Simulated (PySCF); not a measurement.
Species: [FeO4]- (charge -1 and doublet state).
Bonds: Fe1–O2, Fe1–O3, Fe1–O4, Fe1–O5.

Method: PBE0-D3(BJ)/def2-SVP geometry optimisation, gas phase (PySCF 2.14.0).

Problem. How far are the bound atoms from Fe1?

Solution. 4 atoms: O3 1.586 Å, O4 1.587 Å, O5 1.588 Å, O2 1.588 Å.

Problem. List the angles at Fe1.

Solution. 
```json
{"angle": "O2–Fe1–O4", "degrees": "109.9", "distance of the outer atoms (Å)": "2.60"}
{"angle": "O3–Fe1–O5", "degrees": "109.7", "distance of the outer atoms (Å)": "2.59"}
{"angle": "O2–Fe1–O5", "degrees": "109.4", "distance of the outer atoms (Å)": "2.59"}
{"angle": "O4–Fe1–O5", "degrees": "109.4", "distance of the outer atoms (Å)": "2.59"}
{"angle": "O3–Fe1–O4", "degrees": "109.3", "distance of the outer atoms (Å)": "2.59"}
{"angle": "O2–Fe1–O3", "degrees": "109.2", "distance of the outer atoms (Å)": "2.59"}
```

Problem. What is the shape at Fe1?

Solution. Tetrahedral: angles from 109.2° to 109.9°; τ4 = (360° − α − β)/141° = 1.00 with α and β the two widest (0 for a square, 1 for a tetrahedron). Differences among atoms that Td makes equivalent are scatter left by the optimiser.

Problem. What are the rotational constants (commonest isotopes, rigid rotor)?

Solution. A = 4717, B = 4707, C = 4683 MHz: a spherical top.

Point group: Td (tolerance 0.08 Å). Charge -1, doublet. ⟨S²⟩ = 0.779 (exact for a doublet: 0.75). The geometry's basis has no diffuse functions, a weakness for an anion. No PBE0-D3(BJ)/def2-SVP frequencies stand behind this structure, so it isn't proved a minimum.
